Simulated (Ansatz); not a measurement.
Mg3N2. The state is a singlet with charge 0. Geometry PBE-D4/def2-SVP.

Cartesian coordinates in Å:
```
Mg 1.647 -0.244 0.492
Mg -1.203 -1.196 0.370
Mg -0.444 1.441 -0.862
N -0.201 0.485 0.913
N 0.201 -0.485 -0.913
```

LC-ωPBE has ω = 0.4 bohr⁻¹. The restricted singlet is unstable towards broken spin symmetry at other levels; at PBE-D4/def2-SVP, r2SCAN-D4/def2-TZVPD, PBE0-D4/def2-TZVPD, LC-ωPBE/def2-TZVP this wasn't settled. The order of the spin states hangs on the level: the quintet lies 0.55 eV below the singlet at PBE0-D4/def2-TZVP, but 0.11 eV above it at PBE-D4/def2-TZVP. The structure comes from a short search, and lower isomers may exist.

Question: Estimate the orbital energies around the gap (eV) in Ansatz with PBE-D4/def2-SVP, PBE-D4/def2-TZVP, r2SCAN-D4/def2-TZVPD, PBE0-D4/def2-TZVPD, LC-ωPBE/def2-TZVP.

Answer: 
```tsv
orbital	PBE-D4/def2-SVP	PBE-D4/def2-TZVP	r2SCAN-D4/def2-TZVPD	PBE0-D4/def2-TZVPD	LC-ωPBE/def2-TZVP
HOMO−9	-46.72	-46.21	-47.70	-50.30	-52.18
HOMO−8	-46.72	-46.21	-47.70	-50.30	-52.18
HOMO−7	-17.66	-17.72	-18.73	-20.17	-23.41
HOMO−6	-14.71	-14.97	-15.90	-17.22	-20.17
HOMO−5	-6.90	-6.83	-7.07	-8.07	-10.92
HOMO−4	-6.90	-6.83	-7.07	-8.07	-10.92
HOMO−3	-6.24	-6.27	-6.42	-7.07	-9.44
HOMO−2	-4.64	-4.60	-4.81	-5.74	-8.43
HOMO−1	-4.64	-4.60	-4.81	-5.74	-8.43
HOMO	-3.97	-3.96	-3.96	-4.31	-5.45
LUMO	-2.88	-2.84	-2.78	-2.34	-0.92
LUMO+1	-2.88	-2.84	-2.78	-2.34	-0.92
LUMO+2	-2.12	-2.07	-1.88	-0.99	1.11
LUMO+3	-1.06	-1.05	-0.95	-0.61	1.11
LUMO+4	-1.06	-1.05	-0.95	-0.61	1.13
LUMO+5	0.01	-0.14	0.03	0.33	2.47
```
